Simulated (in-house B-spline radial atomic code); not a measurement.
How numerical settings move a run on Sc+, [Ar] 3d1 4s1. Computed with an all-electron radial atomic-structure program (B-spline basis): scalar-relativistic (X2C) LDA exchange-only, spherical fractional occupations, Fermi nucleus of rms radius 3.5459 fm.

Command:
```bash
python run_scf.py task.json out
```
Settings of the sound reference run:
```
Z                21
electrons        20
configuration    [Ar] 3d1 4s1
hamiltonian      x2c
method           lda,
spin_polarised   False
nucleus          fermi
rms_radius       3.5459
mass_number      45
atomic_mass      44.95591
speed_of_light   137.036
knot_spacing     0.22
spline_order     8
gauss_points     12
box_radius       35.29
max_iterations   70
damping          0.5
damped_steps     3
diis_vectors     10
tolerance        1e-08
start            Thomas-Fermi
```

Cost of the run: 0.32 s on 1 thread of Arm Neoverse N1, on a shared host.

It converges in 9 iterations to -760.312539 hartree, with 3d at -8.935 eV. The other runs change the listed settings, some to values that make no sense; their results aren't properties of the atom or ion. Radii are in bohr (the nuclear one in fm), a minus after a letter asks for a j subshell, and «unchanged» means within 1e-8 hartree. The run stops when the residual is below 10 × tolerance × max(1, Z/10), or a noise floor if that is larger, and the energy moves by less than 1e-8 × √|E| hartree; so very loose and very tight tolerances often act alike.

```tsv
changed settings	outcome
gauss_points = 4	converged in 9 iterations, energy -3.67e-08 hartree from the reference
box_radius = 10.59	converged in 9 iterations, energy +7.86e-05 hartree from the reference, 3d level +6.6e-03 eV (the program warns: 3d reaches the box edge; 4s reaches the box edge)
box_radius = 141.16	converged in 9 iterations, energy +6.82e-08 hartree from the reference, 3d level -4.1e-07 eV
first_knot = 0.00476	converged in 9 iterations, energy -8.28e-04 hartree from the reference, 3d level +8.0e-06 eV
first_knot = 4.76e-05	converged in 9 iterations, energy -2.22e-07 hartree from the reference
first_knot = 0.0476	converged in 9 iterations, energy +5.53e-02 hartree from the reference, 3d level -5.5e-04 eV
gauss_points = 3	converged in 18 iterations, energy -4.24e+04 hartree from the reference, 3d level +3.6e+00 eV
gauss_points = 6	converged in 9 iterations, energy unchanged
first_knot = 0.143	converged in 9 iterations, energy +4.96e-01 hartree from the reference, 3d level -4.9e-03 eV
hamiltonian = dirac, method = hf, speed_of_light = 10.49696	stopped with error: Z/c is past the critical charge
first_knot = 0.0143	converged in 9 iterations, energy +3.87e-03 hartree from the reference, 3d level -3.9e-05 eV
electrons = 23, configuration = [Ar] 3d1 4s1 5s3, max_iterations = 60	stopped with error: shell 5s holds at most 2 electrons
box_radius = 1.41	converged in 8 iterations, energy +3.06e+01 hartree from the reference, 3d level +1.2e+02 eV (the program warns: 3d has a positive eigenvalue: unbound, held by the box; 3s has a positive eigenvalue: unbound, held by the box)
box_radius = 70.58	converged in 9 iterations, energy +3.70e-08 hartree from the reference, 3d level -2.9e-07 eV
box_radius = 2.12	converged in 8 iterations, energy +5.59e+00 hartree from the reference, 3d level +3.4e+01 eV (the program warns: 3d has a positive eigenvalue: unbound, held by the box; 4s has a positive eigenvalue: unbound, held by the box)
max_iterations = 100, damped_steps = 0, start = bare nucleus	converged in 9 iterations, energy unchanged, 3d level +6.1e-06 eV
first_knot = 0.000476	converged in 9 iterations, energy -5.89e-05 hartree from the reference, 3d level +3.4e-07 eV
box_radius = 1.41, max_iterations = 75, damping = 0, damped_steps = 30, tolerance = 0.0001	converged in 7 iterations, energy +3.06e+01 hartree from the reference, 3d level +1.2e+02 eV (the program warns: 3d has a positive eigenvalue: unbound, held by the box; 3s has a positive eigenvalue: unbound, held by the box)
gauss_points = 5	converged in 9 iterations, energy -5.65e-08 hartree from the reference
gauss_points = 16	converged in 9 iterations, energy -7.94e-08 hartree from the reference, 3d level -3.2e-07 eV
```

What happens with box_radius = 5.29?

Converged in 8 iterations, energy +6.06e-02 hartree from the reference, 3d level +1.3e+00 eV (the program warns: 3d reaches the box edge; 3s reaches the box edge).

What happens with box_radius = 7.06?

Converged in 9 iterations, energy +7.50e-03 hartree from the reference, 3d level +2.9e-01 eV (the program warns: 3d reaches the box edge; 4s reaches the box edge).

What happens with knot_spacing = 1.4, max_iterations = 3, diis_vectors = 4, tolerance = 1e-10?

Not converged after 3 iterations, last residual 1.5e-01, last energy +8.78e+00 hartree from the reference.

What happens with knot_spacing = 2, first_knot = 0.00476, max_iterations = 75, start = bare nucleus?

Converged in 8 iterations, energy +7.23e+01 hartree from the reference, 3d level -9.4e+00 eV (the program warns: 3d reaches the box edge; 1s reaches the box edge).
